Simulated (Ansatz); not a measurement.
Program: Ansatz. Geometries: PBE0-D4/def2-TZVP. ΔE: electronic, gas phase. CBS: MP2 limit from def2 TZ/QZ plus the TZ coupled-cluster correction, frozen cores. Functionals use def2-TZVPP. B3LYP here is the variant with VWN-RPA as its local correlation; programs differ in this. Elements past krypton have def2 core potentials. For Sn outer-core shells are correlated without core-valence functions, which leaves a few kJ/mol of doubt a bond.

Reaction (redistribution): `[SiH3][SiH]1C=CS1` + `[CH3][AlH][SnH3]` → `[SiH3][AlH][SnH3]` + `C[SiH]1C=CS1`

Task: Is it downhill or uphill in electronic energy at CCSD(T)/CBS, and by how much? (Estimate.)

Result: The calculation gave: Downhill: ΔE = -0.09 eV.

Task: What do these levels give: r2SCAN-D4, PBE0-D4, B3LYP-D4, ωB97X-V, ωB97M-V, B2PLYP, PBE, PBE0, B3LYP, HF/def2-QZVPP, MP2/def2-QZVPP, CCSD/CBS(def2)? (Estimate.)

Result: The calculation gave: r2SCAN-D4 -0.08, PBE0-D4 -0.10, B3LYP-D4 -0.07, ωB97X-V -0.10, ωB97M-V -0.08, B2PLYP -0.08, PBE -0.09, PBE0 -0.11, B3LYP -0.08, HF/def2-QZVPP -0.15, MP2/def2-QZVPP -0.06, CCSD/CBS(def2) -0.10 eV.

Largest T1 diagnostic among the species: 0.014.

In def2-TZVPP, CCSD(T) changes the Hartree–Fock value by +0.05 eV (the triples alone add +0.01 eV) and MP2 by +0.08 eV.
